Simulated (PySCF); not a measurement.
Al(CF3)(Me)2 (C3H6AlF3), SMILES [CH3][Al]([CH3])[C](F)(F)F.

Coordinates come from a ωB97X-D3(BJ)/def2-SVP optimisation.

Two levels are set side by side: PBE/def2-TZVP (PySCF) and ωB97X/def2-TZVP (PySCF). Same geometry, gas phase. Differences are taken from unrounded values.

| quantity | PBE |
|---|---|
| orbital gap (eV) | 4.74 |
| highest occupied level (eV) | -6.72 |
| lowest empty level (eV) | -1.97 |
| dipole moment (D) | 2.85 |
| mean polarisability (bohr³) | 65.8 |

Question: These are the PBE values. What does ωB97X give? (Estimate from the structure and the level; the computed values follow.)

Answer: 
```json
[
 {"quantity": "orbital gap (eV)", "ωB97X": "11.39", "PBE minus ωB97X": "-6.64"},
 {"quantity": "highest occupied level (eV)", "ωB97X": "-10.67", "PBE minus ωB97X": "3.95"},
 {"quantity": "lowest empty level (eV)", "ωB97X": "0.72", "PBE minus ωB97X": "-2.69"},
 {"quantity": "dipole moment (D)", "ωB97X": "3.09", "PBE minus ωB97X": "-0.24"},
 {"quantity": "mean polarisability (bohr³)", "ωB97X": "61.7", "PBE minus ωB97X": "4.0"}
]
```

Without exact exchange PBE keeps part of each electron's self-repulsion, which lifts occupied levels and narrows the gap. Loosely held outer electrons make PBE densities more polarisable. Differences between two approximate levels are no errors against the true value.

Rough cost on one machine, each run with all the roots and properties that it gave: ωB97X against PBE within a factor of 2.
